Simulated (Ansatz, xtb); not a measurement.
Spectroscopic constants of TeAs, multiplicity 2 (lowest of 2S+1 = 2, 4 at CCSD(T)/def2-TZVPP on PBE0 minima; our sources give no spin for the ground state, which may be another). No spin–orbit coupling. As is treated without relativity. The T1 diagnostic near the minimum is 0.049, so single-reference values are doubtful.

Constants: fifth-degree fit in 1/R to seven points, most abundant isotopes. Runs in def2 and cc sets follow the lowest solution found near the PBE0 minimum.

Codes used: Ansatz (a quantum-chemistry and plane-wave program) with Gaussian orbitals; xtb for the GFN methods.  In def2 rows elements past Kr take small-core potentials, without spin–orbit coupling. The GFN methods have no spin term and hold the electronic entropy of 300 K.

```tsv
level	r_e (Å)	ω_e (cm⁻¹)	ω_e x_e (cm⁻¹)	dipole (D)
GFN1-xTB	2.345	384	0.76	-
GFN2-xTB	2.352	…	0.84	-
SVWN5/def2-TZVPP	2.337	331	0.63	0.12
PBE/def2-TZVPP	…	…	0.66	0.04
```

Fill in the missing entries.


- PBE/def2-TZVPP, r_e (Å): 2.368
- PBE/def2-TZVPP, ω_e (cm⁻¹): 319
- GFN2-xTB, ω_e (cm⁻¹): 358
